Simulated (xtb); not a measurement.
C4H9O2 (SMILES [CH2]OCC(C)O), doublet, geometry from GFN2-xTB; xtb 6.7.1 with GFN0-xTB with ALPB(hexane).

xtb was given this input:
```
$ xtb mol.xyz --gfn 0 --uhf 1 --alpb hexane --json

# file mol.xyz
15

C      2.44429592    -1.02503628    -0.30093565
O      1.31720491    -0.30874313    -0.56583977
C      0.46397681    -0.08288066     0.52738845
C     -0.78368637     0.65746024     0.03894765
C     -1.61108653    -0.22008434    -0.89623149
O     -1.50290815     1.02973766     1.19642637
H      2.49044820    -1.62960395     0.58697247
H      3.00838206    -1.27513126    -1.17673703
H      0.96317964     0.52974000     1.29056499
H      0.16839632    -1.03268951     0.99436903
H     -0.45232858     1.55679033    -0.50523325
H     -1.98942224    -1.08474277    -0.35488689
H     -2.45322875     0.33792816    -1.30164553
H     -0.98643999    -0.55931603    -1.71727797
H     -2.34435957     1.41231493     0.92416785
```

It wrote (shortened):

```
   ID    Z sym.   atoms
    1    6 C      1, 3-5
    2    8 O      2, 6
    3    1 H      7-15

           -------------------------------------------------
          |                Calculation Setup                |
           -------------------------------------------------

           -------------------------------------------------
          |                 G F N 0 - x T B                 |
           -------------------------------------------------

      * Solvation model:               ALPB
        Solvent                        hexane
        Parameter file                 internal GFN-FF/ALPB
        Dielectric constant                1.8800E+00
        Reference state                gsolv [1 M gas/solution]
        Free energy shift                  4.1595E-03 Eh       2.6101E+00 kcal/mol
        Temperature                        2.9815E+02 K
        Density                            6.6000E-01 kg/L
        Solvent mass                       8.6180E+01 g/mol
        Interaction kernel             P16
        Born radius scaling (c1)           1.4775E+00
        Born radii integrator          GBOBC
        Born offset                        0.0000E+00 a0       0.0000E+00 AA
        H-bond correction              false
        Ion screening                  false
        Surface tension                    1.0000E-05 Eh       1.5569E+01 dyn/cm
        Grid points                               230 per atom

          ...................................................
          :                      SETUP                      :
          :.................................................:
          :  # basis functions                  42          :
          :  # atomic orbitals                  42          :
          :  # shells                           30          :
          :  # electrons                        37          :
          :  electronic temp.          300.0000000     K    :
          :  accuracy                    1.0000000          :
          :  -> integral cutoff          0.2500000E+02      :
          :  -> integral neglect         0.1000000E-07      :
          ...................................................

         :::::::::::::::::::::::::::::::::::::::::::::::::::::
         ::                     SUMMARY                     ::
         :::::::::::::::::::::::::::::::::::::::::::::::::::::
         :: total energy             -19.916769330475 Eh    ::
[...]
     7   1 H        0.926     0.114     1.664     2.017
     8   1 H        0.926     0.134     1.502     1.916
     9   1 H        0.923     0.084     1.935     2.175
    10   1 H        0.923     0.073     2.057     2.243
    11   1 H        0.923     0.054     2.273     2.358
    12   1 H        0.925     0.163     1.308     1.788
    13   1 H        0.925     0.143     1.443     1.879
    14   1 H        0.925     0.167     1.283     1.771
    15   1 H        0.805     0.312     0.686     1.300

 Mol. C6AA /au·bohr⁶  :       1696.325950
 Mol. C8AA /au·bohr⁸  :      36859.267958
 Mol. α(0) /au        :         61.191282

Wiberg/Mayer (AO) data.
largest (>0.10) Wiberg bond orders for each atom

 ---------------------------------------------------------------------------
     #   Z sym  total        # sym  WBO       # sym  WBO       # sym  WBO
 ---------------------------------------------------------------------------
     1   6 C    3.420 --     2 O    1.409     8 H    0.986     7 H    0.985
     2   8 O    2.466 --     1 C    1.409     3 C    0.987
     3   6 C    3.956 --     4 C    0.995     2 O    0.987    10 H    0.966
                             9 H    0.965
     4   6 C    3.957 --     5 C    1.008     3 C    0.995     6 O    0.985
                            11 H    0.968
     5   6 C    3.979 --     4 C    1.008    13 H    0.981    12 H    0.980
                            14 H    0.977
     6   8 O    2.054 --     4 C    0.985    15 H    0.983
     7   1 H    0.988 --     1 C    0.985
     8   1 H    1.007 --     1 C    0.986
     9   1 H    0.996 --     3 C    0.965
    10   1 H    0.987 --     3 C    0.966
    11   1 H    0.993 --     4 C    0.968
    12   1 H    0.985 --     5 C    0.980
    13   1 H    0.983 --     5 C    0.981
    14   1 H    0.988 --     5 C    0.977
    15   1 H    0.985 --     6 O    0.983
 ---------------------------------------------------------------------------

Topologies differ in total number of bonds
Writing topology from bond orders to xtbtopo.mol

 dipole moment from electron density (au)
     X       Y       Z
  -0.9901   0.2657  -0.2500  total (Debye):    2.682

           -------------------------------------------------
          | TOTAL ENERGY              -19.916769330475 Eh   |
          | GRADIENT NORM               0.029892803980 Eh/α |
          | HOMO-LUMO GAP               4.162495865863 eV   |
           -------------------------------------------------

normal termination of xtb
```
